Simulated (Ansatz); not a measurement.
A nudged elastic band was laid between two geometries of GeH$_{6}$OSi (9 atoms, charge 0, multiplicity 1).

Method: RKS PBE0-D4/def2-SVP (Ansatz).

```yaml
movable_images: 9
climbing_image: yes
spring: 5.0 eV/Å²
optimiser: quadratic models (default)
start_path: through a guess of the saddle point
force_threshold: 0.03 eV/Å
iteration_limit: 60
end_points: relaxed
```

First end point:

```xyz
9
Properties=species:S:1:pos:R:3
Ge -0.803 0.570 -0.362
Si 1.108 -0.857 -0.190
O -1.576 0.745 1.244
H -0.972 1.097 1.905
H -0.411 1.961 -0.914
H -1.910 -0.042 -1.235
H 2.091 -0.268 0.772
H 1.771 -1.000 -1.523
H 0.702 -2.207 0.304
```

Last end point:

```xyz
9
Properties=species:S:1:pos:R:3
Ge -1.646 1.232 -0.192
Si 1.348 -1.011 0.174
O -2.396 1.543 1.228
H 0.092 -0.251 0.501
H -0.522 2.121 -0.767
H -2.079 0.099 -1.147
H 2.478 -0.382 0.912
H 1.571 -0.923 -1.299
H 1.154 -2.428 0.591
```

Q: What changes between the two ends?

A: Bonds broken: Ge1–Si2, O3–H4. Bonds formed: Si2–H4. GeH6OSi becomes GeH2O + H4Si.

Q: What energy profile does the band end with?

A: The run converged. The highest image is number 5 of 0 to 10, 342.0 kJ/mol above the first end and 113.3 kJ/mol above the last; the last end lies 228.6 kJ/mol above the first. Neighbouring images differ by up to 1.7 eV, so the band resolves the path poorly. A vibrational analysis at the climbing image gives one clearly imaginary mode, 1561i cm⁻¹: a first-order saddle point. The orbitals stay closed-shell, which can raise the energy where a bond breaks towards radicals; this wasn't checked here.

```csv
image,path coordinate (Å),energy (kJ/mol),Ge1–Si2 (Å),O3–H4 (Å),Si2–H4 (Å)
0,0.00,0.0,2.39,0.96,3.54
1,0.46,1.2,2.39,0.96,3.30
2,0.92,9.2,2.38,0.96,2.95
3,1.38,57.8,2.42,0.97,2.53
4,1.84,181.1,2.58,1.06,2.16
5,2.30,342.0,2.76,1.54,1.79
6,2.72,277.9,2.99,2.02,1.55
7,3.13,241.9,3.21,2.44,1.51
8,3.54,230.6,3.39,2.81,1.51
9,3.96,228.5,3.62,3.12,1.51
10,4.37,228.6,3.76,3.15,1.50
```

Q: What is the geometry of the highest image?

A: 
```xyz
9
Properties=species:S:1:pos:R:3
Ge -1.143 0.873 -0.332
Si 1.013 -0.762 0.217
O -1.585 0.947 1.303
H -0.340 0.095 1.012
H -0.330 1.985 -1.035
H -1.828 -0.071 -1.348
H 2.233 -0.184 0.851
H 1.174 -0.696 -1.275
H 0.805 -2.187 0.607
```

Time of the run: 5.7 min on 2 threads of Intel(R) Xeon(R) Platinum 8375C CPU @ 2.90GHz (Ice Lake) (shared host), peak memory 0.23 GiB.
